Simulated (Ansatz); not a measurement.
```yaml
crystal:
  periodic: [false, false, false]
  atoms:
    - {symbol: Hf, position_ang: [0.156636, -0.451090, 0.515134]}
    - {symbol: O, position_ang: [1.258745, 0.082677, -0.789234]}
    - {symbol: O, position_ang: [-1.415381, 0.368414, 0.274111]}
basis:
  gaussian: {orbitals: cc-pVTZ-rifit, nuclear_model: gaussian}
total_charge: -1
magnetization: {spin_polarized: true, initial_magnetization: 1}
hamiltonian: {xc: {name: PBE0}, dispersion: d4}
scf: {lower_state_search: off}
```

```sh
$ ansatz run in.yaml --threads 4 --pin off --events-out ev --progress --plain --max-ram 3916MiB
```

Output, abridged:

```
Functional definition: PBE0
Error: [file] the basis set cc-pVTZ-RIFIT has no functions for Hf
```

**Question.** Something in this input is off. What?

**Answer.** The basis set is misnamed or doesn't suit the job. The program refused the input.
